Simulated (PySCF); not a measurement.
Compound: C8H8FP.
Cartesian coordinates in Å at the PBE0-D3(BJ)/def2-SVP level; atoms count from 1:
```xyz
18
C8H8FP angstrom
F      2.8261    2.5188   -0.4542
C      2.1375    1.4063   -0.1788
C      2.8641    0.3211    0.2839
C      2.2469   -0.8847    0.6050
C      0.8746   -1.0925    0.4869
C     -0.0380   -0.1346    0.0395
C     -1.4711   -0.5237   -0.0433
C     -2.3120   -0.1656   -1.2492
C     -2.5856    0.4865    0.0609
P      0.4139    1.4954   -0.4383
H      3.9457    0.4413    0.3917
H      2.8699   -1.7062    0.9670
H      0.4818   -2.0765    0.7637
H     -1.6759   -1.5040    0.3984
H     -1.8199    0.4292   -2.0251
H     -3.0106   -0.9179   -1.6249
H     -3.4783    0.1938    0.6199
H     -2.2958    1.5347    0.1853
```

Computed with PySCF at PBE0/pcSseg-1, non-relativistic, on one gas-phase PBE0-D3(BJ)/def2-SVP geometry that isn't relaxed in the solvent. The solvent is an IEF-PCM continuum (van der Waals radii × 1.2). The model holds no explicit solvent molecules, cavitation or dispersion.

Gas phase at PBE0/pcSseg-1: HOMO -6.96 eV, LUMO -1.65 eV, dipole 2.79 D.

**Question.** What does the continuum do to the energy, the frontier levels and the dipole at PBE0/pcSseg-1 in dichloromethane and dimethylsulfoxide?

**Answer.** 
| solvent | ε | E(solvent) − E(gas) (kcal/mol) | polarisation term (kcal/mol) | distortion of the solute (kcal/mol) | HOMO (eV) | LUMO (eV) | dipole (D) |
| --- | --- | --- | --- | --- | --- | --- | --- |
| dichloromethane | 8.93 | -3.28 | -3.79 | 0.51 | -6.95 | -1.67 | 3.67 |
| dimethylsulfoxide | 46.83 | -3.88 | -4.61 | 0.73 | -6.97 | -1.69 | 3.84 |

The polarisation term is half the interaction of the solute with the surface charges that it induces; the rest is the cost of distorting the solute's density. The sum is the electrostatic part of solvation alone. From dichloromethane to dimethylsulfoxide the lowering changes by a factor 1.18, Onsager's factor (ε − 1)/(2ε + 1) by 1.15 and ε itself by 5.2.

**Question.** Which radius a makes the point-dipole formula ΔE = −[(ε − 1)/(2ε + 1)]·μ²/a³ give the value in dimethylsulfoxide, with the gas-phase dipole?

**Answer.** μ = 1.096 au and |ΔE| = 0.00618 Eh give a = 2.41 Å; the farthest nucleus lies 4.00 Å from the centroid of the nuclei, so such a sphere wouldn't even hold the nuclei. The formula assumes a rigid point dipole at the centre of a sphere.

**Question.** Give the dipole vector in the frame of the coordinates (D, pointing from negative to positive charge), gas and dimethylsulfoxide.

**Answer.** Gas (-0.73, -2.59, 0.71), solvent (-0.84, -3.61, 1.02). Its length changes by +38 % and its direction by 3°.

**Question.** Which Hirshfeld charges (PBE0/pcSseg-1) respond most in dichloromethane (means over atoms taken as equivalent)?

**Answer.** 
```
  atoms               environment  gas (e)  solvent (e)  change
    P10  phosphorus bonded to 2 C   +0.071       +0.047  -0.024
    H12         aromatic hydrogen   +0.057       +0.067  +0.010
     F1             aryl fluorine   -0.080       -0.090  -0.010
    H13         aromatic hydrogen   +0.049       +0.058  +0.009
    H14          methine hydrogen   +0.048       +0.055  +0.007
    H11         aromatic hydrogen   +0.056       +0.063  +0.007
     C2       aromatic C–F carbon   +0.030       +0.023  -0.007
H16/H17        methylene hydrogen   +0.052       +0.057  +0.005
```
